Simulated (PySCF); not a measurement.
Work out the structure from these simulated measurements.

Elements present: C, Cl, H, O and Si. Monoisotopic mass: 138.0268 u.

- 13C NMR: chemical shifts (computed TMS as zero) by class: 70.2 (1 C), 30.3 (1 C), 28.6 (1 C), 11.0 (1 C) ppm [GIAO PBE0/pcSseg-1]
- UV, strongest line: among the 6 lowest singlet transitions: S6 at 7.65 eV (162 nm, f = 0.020) [TDDFT PBE0/def2-SVPD]
- 1H NMR: chemical shifts (computed TMS as zero) by class: 4.75 (2 H), 3.72 (2 H), 3.09 (2 H), 1.73 (2 H), 0.91 (3 H) ppm [GIAO PBE0/pcSseg-1]
- Triplet: lowest triplet excitation (Tamm–Dancoff): 6.20 eV [TDA PBE0/def2-SVPD]
- Dipole: 2.80 D [PBE0/def2-SVPD]
- Polarisability: 93.6 au [PBE0/def2-SVPD]
- UV, first state: lowest singlet excitation: 6.80 eV (182 nm, f = 0.012) [TDDFT PBE0/def2-SVPD]
- NMR, other nuclei: isotropic shieldings of nuclei other than C and H, by class: 301 (1 O), 377 (1 Si), 986 (1 Cl) ppm [GIAO PBE0/pcSseg-1]
- Rotational structure: rotational constants A, B, C: 9.420, 0.495, 0.478 GHz [GFN2-xTB]

Electronic properties: PySCF, gas phase, density fitting. Levels stand in brackets. NMR shifts are as computed; neighbouring signals can stand in another order in a measured spectrum. Isolated species at its GFN2-xTB geometry (one conformer only). NMR classes are plain means over equivalent atoms (diastereotopic ones count apart unless rotation or inversion swaps them), as if these changed places fast.

Problem. Which formula fits the mass and the elements?

Solution. C4H11ClOSi (calculated 138.0268). No other formula that holds each of these elements comes within 0.0003 u with a fitting electron parity and a possible valence count.

Problem. Propose a structure and show how it fits.

Solution. Numbering: `[CH3:1][CH2:2][CH2:3][O:4][SiH2:5][CH2:6][Cl:7]`. Its formula, C4H11ClOSi, gives 0 degrees of unsaturation, so no ring and no π bond. 4 carbons fall into 4 classes; from least to most shielded: sp3 carbon bound to oxygen [C3] (70.2 ppm), chain CH2 carbon [C2] (30.3 ppm), sp3 C–Cl carbon [C6] (28.6 ppm), methyl carbon [C1] (11.0 ppm). Hydrogen classes from least to most shielded: 2 H on an oxygen-bound silicon, Si5 (4.75 ppm), 2 H on an sp3 carbon bound to oxygen, C3 (3.72 ppm), 2 H on an sp3 C–Cl carbon, C6 (3.09 ppm), 2 H on a chain CH2 carbon, C2 (1.73 ppm), 3 H on a methyl carbon, C1 (0.91 ppm). The other shieldings belong to: 301 ppm, silyl ether oxygen [O4]; 377 ppm, oxygen-bound silicon [Si5]; 986 ppm, alkyl chlorine [Cl7]. The optimised geometry has point group Cs and is an asymmetric top. Structure: `CCCO[SiH2]CCl`. The assignments are read from this structure; whether some other isomer fits the data as well wasn't checked.

The values belong to the conformer `[CH3:1][CH2:2][CH2:3][O:4][SiH2:5][CH2:6][Cl:7]`: C1–C2–C3–O4 180°, C2–C3–O4–Si5 180°, C3–O4–Si5–C6 180°, O4–Si5–C6–Cl7 180°.
